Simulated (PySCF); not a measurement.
# Spinor energies of Hg⁵²⁺ (mercury, charge +52)

Start: [Ar] 3d10. Calculated with PySCF 2.14 in an even-tempered Gaussian basis (18 s from 4.9 bohr⁻², ratio 2.6; 15 p from 6.4 bohr⁻², ratio 2.6; 10 d from 6.4 bohr⁻², ratio 2.6; 5 f from 6.6 bohr⁻², ratio 2.8): generalised Hartree-Fock with the X2C-1e Hamiltonian and a Gaussian nucleus; spin-orbit coupling (SO) screened by Boettger's factors.

```
spinor shell  electrons  ε, screened SO (eV)  weight of nominal j (screened SO)  rms radius, screened SO (bohr)
       1s1/2          2             -86475.1                              1.000                          0.0187
       2s1/2          2             -17819.9                              1.000                          0.0754
       2p1/2          2             -17204.7                              1.000                          0.0638
       2p3/2          4             -15241.1                              1.000                          0.0718
       3s1/2          2              -6319.7                              1.000                           0.189
       3p1/2          2              -6050.4                              1.000                           0.180
       3p3/2          4              -5587.7                              1.000                           0.195
       3d3/2          4              -5162.0                              1.000                           0.170
       3d5/2          6              -5062.4                              1.000                           0.174
```

```
   quantity   screened SO
E (hartree)  -17566.35845
        M_J             0
       ⟨J²⟩         0.000
       ⟨L²⟩         0.087
       ⟨S²⟩         0.087
```

Breit and QED terms are absent; they matter most for the inner s and p1/2 levels.

Densities and radii are taken from the X2C orbitals without a picture-change correction, which distorts them close to the nucleus.
